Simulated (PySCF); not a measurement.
CH5Cl2NSi (SMILES CN[SiH](Cl)Cl), singlet, at a GFN2-xTB geometry; PBE0/6-31G, polarisability by finite fields (PySCF).

PySCF was given this input:
```python
from pyscf import gto, scf, dft

mol = gto.Mole()
mol.atom = '''
    Si    0.131048   -0.203045   -0.462150
    Cl    1.522031    1.239832   -0.657265
    Cl    0.434420   -1.332831    1.175288
    N    -1.348219    0.624203   -0.236408
    C    -2.603266    0.013271    0.146475
    H     0.231442   -1.088472   -1.618146
    H    -1.485469    1.505645   -0.708104
    H    -3.191209    0.715704    0.738110
    H    -3.192469   -0.291569   -0.723348
    H    -2.399502   -0.866750    0.751206
'''
mol.basis = '6-31g'
mol.charge = 0
mol.spin = 0
mol.verbose = 4
mol.build()

mf = dft.RKS(mol)
mf.xc = 'pbe0'
mf.conv_tol = 1e-6
mf.kernel()
h0, z, done = mf.get_hcore(), mol.intor('int1e_r')[2], []
def energy(F):
    f = mf.copy()
    f.scf_summary = {}
    f.get_hcore = lambda *a: h0 + F * z
    e = f.kernel(mf.make_rdm1())
    done.append(f.converged)
    return e
F = 2e-4
alpha = -(energy(F) + energy(-F) - 2 * mf.e_tot) / F**2
print('alpha_zz =', alpha)
```

Question: Write the output that PySCF gives for this input, abridged.

Answer: 
```
PySCF version 2.14.0

[INPUT] verbose = 4
[INPUT] num. atoms = 10
[INPUT] num. electrons = 66
[INPUT] charge = 0
[INPUT] spin (= nelec alpha-beta = 2S) = 0
[INPUT] symmetry False subgroup None
[INPUT] Mole.unit = angstrom
[INPUT] Symbol           X                Y                Z      unit          X                Y                Z       unit  Magmom
[INPUT]  1 Si     0.131048000000  -0.203045000000  -0.462150000000 AA    0.247644829172  -0.383699440962  -0.873336928468 Bohr   0.0
[INPUT]  2 Cl     1.522031000000   1.239832000000  -0.657265000000 AA    2.876221743098   2.342942920472  -1.242050841262 Bohr   0.0
[INPUT]  3 Cl     0.434420000000  -1.332831000000   1.175288000000 AA    0.820934823034  -2.518685560330   2.220972437488 Bohr   0.0
[INPUT]  4 N     -1.348219000000   0.624203000000  -0.236408000000 AA   -2.547764665935   1.179572716132  -0.446746373656 Bohr   0.0
[INPUT]  5 C     -2.603266000000   0.013271000000   0.146475000000 AA   -4.919459769392   0.025078555399   0.276797634096 Bohr   0.0
[INPUT]  6 H      0.231442000000  -1.088472000000  -1.618146000000 AA    0.437361993722  -2.056913974258  -3.057852769560 Bohr   0.0
[INPUT]  7 H     -1.485469000000   1.505645000000  -0.708104000000 AA   -2.807129576532   2.845256690821  -1.338122627709 Bohr   0.0
[INPUT]  8 H     -3.191209000000   0.715704000000   0.738110000000 AA   -6.030511016247   1.352484546256   1.394825749803 Bohr   0.0
[INPUT]  9 H     -3.192469000000  -0.291569000000  -0.723348000000 AA   -6.032892071164  -0.550985556413  -1.366929612752 Bohr   0.0
[INPUT] 10 H     -2.399502000000  -0.866750000000   0.751206000000 AA   -4.534401615346  -1.637920118467   1.419573603130 Bohr   0.0

nuclear repulsion = 365.736163755035
number of shells = 41
number of NR pGTOs = 202
number of NR cGTOs = 67
basis = 6-31g
ecp = {}

******** <class 'pyscf.dft.rks.RKS'> ********
method = RKS
initial guess = minao
damping factor = 0
level_shift factor = 0
DIIS = <class 'pyscf.scf.diis.CDIIS'>
diis_start_cycle = 1
diis_space = 8
diis_damp = 0
SCF conv_tol = 1e-06
SCF conv_tol_grad = None
SCF max_cycles = 50
direct_scf = True
direct_scf_tol = 1e-13
XC library pyscf.dft.libxc version 7.1.2
    S. Lehtola, C. Steigemann, M. J. T. Oliveira, and M. A. L. Marques,  SoftwareX 7, 1–5 (2018)
XC functionals = pbe0
    C. Adamo and V. Barone,  J. Chem. Phys. 110, 6158 (1999)
    M. Ernzerhof and G. E. Scuseria,  J. Chem. Phys. 110, 5029 (1999)
radial grids:
    Treutler-Ahlrichs [JCP 102, 346 (1995); DOI:10.1063/1.469408] (M4) radial grids

becke partition: Becke, JCP 88, 2547 (1988); DOI:10.1063/1.454033
pruning grids: <function nwchem_prune>
grids dens level: 3
symmetrized grids: False
atomic radii adjust function: <function treutler_atomic_radii_adjust>
small_rho_cutoff = 0
Set gradient conv threshold to 0.001
Initial guess from minao.
tot grids = 134000
init E= -1305.76165650017
  HOMO = -0.280377627969831  LUMO = 0.0064084040830048  gap/eV = 7.80385
cycle= 1 E= -1305.08797517146  delta_E= 0.674  |g|= 0.449  |ddm|=    3
  HOMO = -0.225570423709574  LUMO = -0.000413178762784572  gap/eV = 6.12684
cycle= 2 E= -1305.07826141619  delta_E= 0.00971  |g|= 0.521  |ddm|= 1.44
  HOMO = -0.279074925444713  LUMO = 0.0129202317854129  gap/eV = 7.94559
cycle= 3 E= -1305.15219032495  delta_E= -0.0739  |g|= 0.0651  |ddm|= 0.73
  HOMO = -0.266235390942997  LUMO = 0.0161091782986598  gap/eV = 7.68299
cycle= 4 E= -1305.15323667418  delta_E= -0.00105  |g|= 0.0156  |ddm|= 0.104
  HOMO = -0.267670145588491  LUMO = 0.0164449435823835  gap/eV = 7.73117
cycle= 5 E= -1305.15330097868  delta_E= -6.43e-05  |g|= 0.00186  |ddm|= 0.0214
  HOMO = -0.26796849945461  LUMO = 0.0161641933118573  gap/eV = 7.73164
cycle= 6 E= -1305.15330224233  delta_E= -1.26e-06  |g|= 0.000381  |ddm|= 0.00413
  HOMO = -0.267952805195302  LUMO = 0.0162304911771116  gap/eV = 7.73302
cycle= 7 E= -1305.15330228744  delta_E= -4.51e-08  |g|= 0.000118  |ddm|= 0.000747
  HOMO = -0.267954256552271  LUMO = 0.0162261348837591  gap/eV = 7.73294
Extra cycle  E= -1305.15330228747  delta_E= -3.05e-11  |g|= 0.000123  |ddm|= 0.000332
converged SCF energy = -1305.15330228747

******** <class 'pyscf.dft.rks.RKS'> ********
method = RKS
initial guess = minao
damping factor = 0
level_shift factor = 0
DIIS = <class 'pyscf.scf.diis.CDIIS'>
diis_start_cycle = 1
diis_space = 8
diis_damp = 0
SCF conv_tol = 1e-06
SCF conv_tol_grad = None
SCF max_cycles = 50
direct_scf = True
direct_scf_tol = 1e-13
XC library pyscf.dft.libxc version 7.1.2
    S. Lehtola, C. Steigemann, M. J. T. Oliveira, and M. A. L. Marques,  SoftwareX 7, 1–5 (2018)
XC functionals = pbe0
    C. Adamo and V. Barone,  J. Chem. Phys. 110, 6158 (1999)
    M. Ernzerhof and G. E. Scuseria,  J. Chem. Phys. 110, 5029 (1999)
radial grids:
    Treutler-Ahlrichs [JCP 102, 346 (1995); DOI:10.1063/1.469408] (M4) radial grids

becke partition: Becke, JCP 88, 2547 (1988); DOI:10.1063/1.454033
pruning grids: <function nwchem_prune>
grids dens level: 3
symmetrized grids: False
atomic radii adjust function: <function treutler_atomic_radii_adjust>
small_rho_cutoff = 0
Overwritten attributes  get_hcore  of <class 'pyscf.dft.rks.RKS'>
Set gradient conv threshold to 0.001
init E= -1305.15316067799
  HOMO = -0.26803371316331  LUMO = 0.0160255954600053  gap/eV = 7.72965
cycle= 1 E= -1305.15316146048  delta_E= -7.82e-07  |g|= 0.000693  |ddm|= 0.00692
  HOMO = -0.268011494407572  LUMO = 0.0161020425492897  gap/eV = 7.73112
Extra cycle  E= -1305.15316149531  delta_E= -3.48e-08  |g|= 0.000669  |ddm|= 0.00268
converged SCF energy = -1305.15316149531

******** <class 'pyscf.dft.rks.RKS'> ********
method = RKS
initial guess = minao
damping factor = 0
level_shift factor = 0
DIIS = <class 'pyscf.scf.diis.CDIIS'>
diis_start_cycle = 1
diis_space = 8
diis_damp = 0
SCF conv_tol = 1e-06
SCF conv_tol_grad = None
SCF max_cycles = 50
direct_scf = True
direct_scf_tol = 1e-13
XC library pyscf.dft.libxc version 7.1.2
    S. Lehtola, C. Steigemann, M. J. T. Oliveira, and M. A. L. Marques,  SoftwareX 7, 1–5 (2018)
XC functionals = pbe0
    C. Adamo and V. Barone,  J. Chem. Phys. 110, 6158 (1999)
    M. Ernzerhof and G. E. Scuseria,  J. Chem. Phys. 110, 5029 (1999)
radial grids:
    Treutler-Ahlrichs [JCP 102, 346 (1995); DOI:10.1063/1.469408] (M4) radial grids

becke partition: Becke, JCP 88, 2547 (1988); DOI:10.1063/1.454033
pruning grids: <function nwchem_prune>
grids dens level: 3
symmetrized grids: False
atomic radii adjust function: <function treutler_atomic_radii_adjust>
small_rho_cutoff = 0
Set gradient conv threshold to 0.001
init E= -1305.15344389694
  HOMO = -0.267874589361744  LUMO = 0.0164236353817302  gap/eV = 7.73615
cycle= 1 E= -1305.1534446872  delta_E= -7.9e-07  |g|= 0.000637  |ddm|= 0.00684
  HOMO = -0.267889557487876  LUMO = 0.0163543107590494  gap/eV = 7.73467
Extra cycle  E= -1305.15344472742  delta_E= -4.02e-08  |g|= 0.000598  |ddm|= 0.00248
converged SCF energy = -1305.15344472742
alpha_zz = 41.19489176446223
```
